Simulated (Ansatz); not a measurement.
Reactions of `N[AsH][TeH]`.

Program: Ansatz. Geometries: PBE0-D4/def2-TZVP. ΔE: electronic, gas phase. CCSD(T)/CBS adds triple-zeta CCSD(T) − MP2 to the extrapolated MP2 energy (def2 sets, frozen cores). This one scheme is used for every species. DFT in def2-TZVPP. B3LYP here is the variant with VWN-RPA as its local correlation; programs differ in this. def2 core potentials past Kr. For As, Ge, Te outer-core shells are correlated without core-valence functions, which leaves a few kJ/mol of doubt a bond. Scalar relativity is left out up to krypton. Each species was taken in one conformer, which may not be the lowest.

```csv
reaction,CCSD(T)/CBS(def2) (kJ/mol)
`N[AsH][TeH]` + GeH₄ → `[GeH3][TeH]` + `N[AsH2]`,?
`N[AsH][TeH]` + `CC[SiH3]` → `CC[SiH2][TeH]` + `N[AsH2]`,?
`N[AsH][TeH]` + `[SiH3]S` → `S[SiH2][TeH]` + `N[AsH2]`,3
`N[AsH][TeH]` + `C[SiH2]F` → `F[SiH2]C[TeH]` + `N[AsH2]`,99
`N[AsH][TeH]` + `[CH3][GeH3]` → `[CH3][GeH2][TeH]` + `N[AsH2]`,-4
`N[AsH][TeH]` + CH₃NH₂ → `NC[TeH]` + `N[AsH2]`,101
`N[AsH][TeH]` + H₂ → `N[AsH2]` + H₂Te,49
```

**Question.** Fill in the missing values. (Best estimate.)

**Answer.** Ansatz gave: `N[AsH][TeH]` + GeH₄ → `[GeH3][TeH]` + `N[AsH2]`: +3.1 kJ/mol; `N[AsH][TeH]` + `CC[SiH3]` → `CC[SiH2][TeH]` + `N[AsH2]`: -1.2 kJ/mol.

Largest T1 diagnostic: 0.012, for GeH₄.
